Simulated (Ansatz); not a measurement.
Born–Oppenheimer molecular dynamics of Cl2FHHfO (6 atoms, charge 0, multiplicity 1). It goes on from the last frame of an earlier run, with new velocities.

Theory: RKS PBE/def2-SVP in Ansatz.

```yaml
ensemble: NVT, Nosé–Hoover chain
time_step: 0.5 fs
steps_asked: 100
set_temperature: 500 K
thermostat: time constant 100 fs, chain length 1
seed: 103172
```

First frame:

```xyz
6
Properties=species:S:1:pos:R:3
Hf -0.130 -0.026 -0.018
O -0.282 -0.135 1.910
H -0.122 -0.100 2.869
F 1.718 -0.004 -0.510
Cl -1.133 1.853 -1.036
Cl -1.118 -1.877 -1.160
```

Task: How far do the bonds stretch over the last three quarters of this one trajectory? (Pairs bonded in most of those frames.)

Result: 
```tsv
bond	mean (Å)	spread (Å)	shortest	longest
Hf1–O2	1.913	0.036	1.87	1.98
Hf1–F4	1.905	0.003	1.90	1.91
Hf1–Cl5	2.364	0.002	2.36	2.37
Hf1–Cl6	2.298	0.050	2.25	2.41
O2–H3	0.974	0.035	0.92	1.02
```

Mean temperature of the second half: 316 K. The conserved energy stayed within 0.37 meV per atom of its start (net change 0.31 meV per atom), so the integration is sound. The mean temperature of the second half is 37 % below the set value. A run of 0.05 ps of so small a system gives no equilibrium averages.

The run took 5.7 min on 1 thread of Arm Neoverse V2, with other jobs on the host, peak memory 0.19 GiB.
